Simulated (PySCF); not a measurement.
PySCF 2.14 output of a UHF calculation on a single atom or ion in def2-TZVPPD, with the non-relativistic Hamiltonian (point nucleus):

```
SCF conv_tol = 1e-09
number electrons alpha = 16  beta = 10
cycle= 1 E= -1262.3830488343  delta_E= -0.00667  |g|= 0.0287  |ddm|= 0.0687
cycle= 2 E= -1262.3835123698  delta_E= -0.000464  |g|= 0.00759  |ddm|= 0.0263
cycle= 3 E= -1262.383584868  delta_E= -7.25e-05  |g|= 0.00184  |ddm|= 0.0146
cycle= 4 E= -1262.38358971699  delta_E= -4.85e-06  |g|= 0.000947  |ddm|= 0.00472
cycle= 5 E= -1262.38359024442  delta_E= -5.27e-07  |g|= 0.000138  |ddm|= 0.00176
cycle= 6 E= -1262.3835902826  delta_E= -3.82e-08  |g|= 2.74e-05  |ddm|= 0.000664
cycle= 7 E= -1262.38359028453  delta_E= -1.93e-09  |g|= 4.05e-06  |ddm|= 0.000156
cycle= 8 E= -1262.38359028455  delta_E= -2.09e-11  |g|= 6.23e-07  |ddm|= 1.3e-05
converged SCF energy = -1262.38359028455  <S^2> = 12.002851  2S+1 = 7.0008144
```

The run itself started from symmetry-adapted Hartree-Fock orbitals and held the occupation by maximum overlap, so the iterations belong to that start.

Problem. Which element, charge and spin multiplicity is this?

Solution. Fe (iron, neutral), multiplicity 7; the state was [Ar] 3d6 4s1 4p1, one real determinant (an excited configuration).

⟨L²⟩ = 8.06 against 12 for a pure F term, so this real determinant mixes terms.
